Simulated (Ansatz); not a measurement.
`B[O][Al]([Cl])[Cl]` + H₂S → `[SH][Al]([Cl])[Cl]` + `BO` at 500 K and 1 bar (ligand exchange at the Al–O bond).

Computed with Ansatz on PBE0-D4/def2-TZVP structures; ΔE is electronic, products minus reactants. CCSD(T)/CBS is the MP2 limit (def2-TZVPP, def2-QZVPP) plus CCSD(T) − MP2 in def2-TZVPP, frozen cores. This one scheme is used for every species. One conformer a species, not always the lowest.

```json
{"species": "`B[O][Al]([Cl])[Cl]`", "CCSD(T)/CBS energy (Eh)": "-1262.97636", "H − E (kJ/mol)": "119.0", "S (J/(mol·K))": "419.3"}
{"species": "H₂S", "CCSD(T)/CBS energy (Eh)": "-398.97279", "H − E (kJ/mol)": "57.0", "S (J/(mol·K))": "224.0"}
{"species": "`[SH][Al]([Cl])[Cl]`", "CCSD(T)/CBS energy (Eh)": "-1560.13922", "H − E (kJ/mol)": "70.1", "S (J/(mol·K))": "384.1"}
{"species": "`BO`", "CCSD(T)/CBS energy (Eh)": "-101.80414", "H − E (kJ/mol)": "113.6", "S (J/(mol·K))": "256.0"}
```

H − E and S are ideal-gas, rigid-rotor, harmonic terms from PBE0-D4/def2-TZVP, for one conformer and one mirror image of each species. 1 Eh = 2625.50 kJ/mol, R = 8.31446 J/(mol·K).

Task: By hand: ΔE, ΔH, ΔS and ΔG.

Result: ΔE = (-1560.13922) + (-101.80414) − (-1262.97636) − (-398.97279) = 0.00579 Eh = 15.2 kJ/mol. Δ(H − E) = 70.1 + 113.6 − 119.0 − 57.0 = 7.7, so ΔH = 22.9 kJ/mol. ΔS = 384.1 + 256.0 − 419.3 − 224.0 = -3.2 J/(mol·K). ΔG = 22.9 − 500 × (-3.2)/1000 = 24.5 kJ/mol.

Task: By hand: the equilibrium constant, and the temperature at which ΔG would vanish if ΔH and ΔS stayed fixed.

Result: log₁₀ K = −ΔG/(RT ln 10) = -2.6. ΔH and −TΔS have one sign here, so there is no such temperature.

The number of gas molecules stays the same, so ΔS is small and ΔH decides. A doubt of 5 kJ/mol in ΔE shifts log₁₀ K by 0.5 here. Other conformers and mirror images would add mixing entropy, several J/(mol·K) or more a flexible species. These are equilibria of isolated gas molecules and say nothing of rates. Largest T1 diagnostic: 0.014 (customary marks: 0.02 for closed shells, 0.045 for open ones).

ΔS is within the doubt of such terms, so its sign, and with it that verdict, could turn.
